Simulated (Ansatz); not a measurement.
Consider the formal exchange of groups at a C–Ga bond: `S[SiH2][CH2][GaH2]` + BH₃ → `BC[SiH2]S` + `[GaH3]`.

Gas-phase electronic energies from Ansatz, PBE0-D4/def2-TZVP geometries. CBS: MP2 limit from def2 TZ/QZ plus the TZ coupled-cluster correction, frozen cores. This one scheme is used for every species. DFT in def2-TZVPP. B3LYP here is the variant with VWN-RPA as its local correlation; programs differ in this. For Ga outer-core shells are correlated without core-valence functions, which leaves a few kJ/mol of doubt a bond. Scalar relativity is left out up to krypton. One conformer a species, not always the lowest.

| level | ΔE (kJ/mol) | difference from CCSD(T)/CBS |
| --- | --- | --- |
| r2SCANh-D4 | -25.7 | -12.5 |
| r2SCAN0-D4 | -24.9 | -11.7 |
| PBE | -30.2 | -17.0 |
| revPBE | -27.8 | -14.6 |
| BLYP | -26.4 | -13.2 |
| B3LYP | -25.4 | -12.2 |
| MP2/def2-TZVPP | -12.5 | 0.7 |
| CCSD(T)/def2-TZVPP | -15.9 | -2.7 |
| HF/def2-QZVPP | -19.8 | -6.6 |
| MP2/CBS(def2) | -9.9 | 3.3 |
| CCSD(T)/CBS | -13.2 | 0 |

Largest T1 diagnostic among the species: 0.013.

At CCSD(T), def2-SVP lies −12.1 kJ/mol from the extrapolated value and def2-TZVPP −2.7 kJ/mol. Leaving LDA and LC-ωPBE aside and taking each functional with its dispersion term where it has one, the values, not all of them listed here, spread over 18.2 kJ/mol, from B97M-V to BHLYP-D4. LDA lies −7.9 kJ/mol from PBE without D4. The D4 term adds +3.6 kJ/mol with B3LYP and +2.1 kJ/mol with PBE0; it sums over pairs of atoms, weighted by their polarisabilities, and B3LYP, whose exchange is more repulsive, gets the larger term.

CCSD(T)/CBS has its own doubt, a few kJ/mol and more with outer-core shells, so smaller differences from it don't rank the levels.
